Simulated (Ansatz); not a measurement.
Geometry optimisation, RKS revPBE-D4/def2-SVP in Ansatz.

Input:

```yaml
crystal:
  periodic: [false, false, false]
  atoms:
    - { symbol: C, position_ang: [-0.9319, 1.7607, 1.0323] }
    - { symbol: C, position_ang: [-1.243, 0.5522, 1.398] }
    - { symbol: Sb, position_ang: [0.3119, -0.8372, 1.7687] }
    - { symbol: Si, position_ang: [1.311, -0.6215, -0.5697] }
    - { symbol: C, position_ang: [-0.022, -1.3216, -1.7777] }
    - { symbol: H, position_ang: [0.0427, 2.1612, 0.901] }
    - { symbol: H, position_ang: [-1.7679, 2.4987, 0.8329] }
    - { symbol: H, position_ang: [-2.2281, 0.2435, 1.5103] }
    - { symbol: H, position_ang: [1.422, 0.4405, 2.4202] }
    - { symbol: H, position_ang: [1.4878, 0.7842, -0.8543] }
    - { symbol: H, position_ang: [2.4815, -1.3889, -0.6645] }
    - { symbol: H, position_ang: [-0.1962, -2.3734, -1.5079] }
    - { symbol: H, position_ang: [0.3133, -1.1997, -2.8118] }
    - { symbol: H, position_ang: [-0.994, -0.728, -1.6486] }
basis:
  gaussian: { orbitals: def2-SVP }
hamiltonian:
  xc: revpbe
  dispersion: d4
relax:
  f_tol: 0.015
  max_steps: 40
```

Run as:

```bash
$ ansatz run input.yaml --threads 2 --pin off --max-ram 3072MiB --backend cpu --events-out ev --progress --plain --runs-dir out
```

Question: Where does it end, and by what steps?

Answer: The run converged. The force dipped under the threshold on the way, but the program's further checks kept it going. After 16 steps the energy has fallen by 0.580 eV; H6 moved furthest, 0.75 Å.

| step | energy less start (eV) | largest force component (eV/Å) | accepted |
| --- | --- | --- | --- |
| 0 | 0.0000 | 3.089 | yes |
| 1 | -0.4060 | 1.122 | yes |
| 2 | -0.5179 | 0.438 | yes |
| 3 | -0.5660 | 0.171 | yes |
| 4 | -0.5606 | 0.191 | no |
| 5 | -0.5720 | 0.064 | yes |
| 6 | -0.5737 | 0.093 | yes |
| 7 | -0.5754 | 0.187 | yes |
| 8 | -0.5760 | 0.320 | yes |
| 9 | -0.5779 | 0.192 | yes |
| 10 | -0.5797 | 0.014 | yes |
| 11 | -0.5794 | 0.071 | no |
| 12 | -0.5801 | 0.021 | yes |
| 13 | -0.5800 | 0.041 | no |
| 14 | -0.5803 | 0.015 | yes |
| 15 | -0.5803 | 0.020 | no |
| 16 | -0.5803 | 0.007 | yes |

```xyz
14
Properties=species:S:1:pos:R:3
C -1.071 1.948 1.242
C -1.145 0.603 1.243
Sb 0.441 -0.766 1.857
Si 1.311 -0.725 -0.604
C -0.063 -1.378 -1.743
H -0.156 2.489 1.541
H -1.932 2.572 0.939
H -2.086 0.109 0.936
H 1.511 0.538 2.272
H 1.668 0.691 -0.977
H 2.549 -1.578 -0.745
H -0.337 -2.420 -1.478
H 0.265 -1.365 -2.803
H -0.969 -0.745 -1.651
```

Run time: 59 s on 2 threads of AMD EPYC 7R43 64-Core Processor (Zen 3), on a shared host, peak memory 0.21 GiB.
